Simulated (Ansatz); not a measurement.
Al(Me)2(SH) (C₂H₇AlS), SMILES [Al]([CH3])([SH])[CH3].

The structure is a stationary point at B3LYP-D3(BJ)/def2-SVP. A frequency run showed that this geometry is not a minimum. Other conformers were not sampled.

Two levels are set side by side: PBE/def2-SVPD (Ansatz, an electronic-structure program) and PBE0/def2-SVPD (Ansatz). Energy differences of separate SCF runs at the same geometry; the states with an electron removed or added have multiplicity 2 and 2. Differences are taken from unrounded values.

```
quantity                            PBE
---------------------------------  ----
vertical ionisation energy (eV)    9.29
vertical singlet–triplet gap (eV)  4.96
```

Problem. These are the PBE values. What does PBE0 give? (Estimate from the structure and the level; the computed values follow.)

Solution. 
```
quantity                           PBE0  PBE minus PBE0
---------------------------------  ----  --------------
vertical ionisation energy (eV)    9.65           -0.36
vertical singlet–triplet gap (eV)  5.39           -0.43
```
